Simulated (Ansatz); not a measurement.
Molecule: sum formula AlOCl2H, charge 0, multiplicity 1. 
Coordinates optimised at B3LYP-D3(BJ)/def2-TZVP (Ansatz, a quantum-chemistry and plane-wave program):
```xyz
5

O     -1.9343    -0.6046    -0.1661
Al    -0.3350    -0.1053    -0.0291
Cl     1.2387    -1.2612    -0.7676
Cl     0.0571     1.7102     0.9021
H     -2.1996    -1.4271    -0.5810
```
Charge 0, spin multiplicity 1.

Basis-set convergence of Hartree-Fock and MP2 correlation energies (hartree) with Ansatz. Cores are frozen in the correlated levels unless marked. Spin-orbit coupling is left out. No relativistic terms.

```csv
basis,functions,E(HF),"E(corr, MP2)"
cc-pV(D+d)Z,88,-1236.59248,-0.51765
cc-pV(T+d)Z,161,-1236.66611,-0.68596
cc-pV(Q+d)Z,277,-1236.68297,-0.75070
cc-pV(5+d)Z,446,-1236.68621,-0.77798
```

Extrapolating the two largest sets (X = 4 and 5) as X^-3: E(corr) = (125·(-0.77798) - 64·(-0.75070))/61 = -0.8066 Eh, an estimate of the basis-set limit. The largest set recovers 96.5 % of it, the smallest 64.2 %.
